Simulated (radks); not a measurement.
Coulomb parameter of the 4f shell of neutral europium in the model configuration [Xe] 4f6 5d1 6s2, as a second difference U = [E(n + 0.25) + E(n - 0.25) - 2 E(n)] / (0.25)^2 with all orbitals relaxed. "Bare": the charge of the atom changes with n. "Screened": the 5d shell takes up the change at fixed total charge, which measures U(4f,4f) + U(5d,5d) - 2 U(4f,5d). Method: scalar-relativistic Kohn-Sham, PBE, spin-unpolarised, spherical densities, point nucleus; computed with a radial shooting solver on a logarithmic mesh with Libxc functionals.

case	configuration	E - E(n) (eV)
start	[Xe] 4f6 5d1 6s2	0.000
bare +0.25	[Xe] 4f6.25 5d1 6s2	-1.696
bare -0.25	[Xe] 4f5.75 5d1 6s2	2.534
screened +0.25	[Xe] 4f6.25 5d0.75 6s2	-1.286
screened -0.25	[Xe] 4f5.75 5d1.25 6s2	1.602

U(bare) = 13.405 eV, U(screened by 5d) = 5.047 eV, against the Slater integral F0(4f,4f) = 28.521 eV with frozen orbitals. The step up makes a negative ion, whose loosely bound charge lowers the bare value.
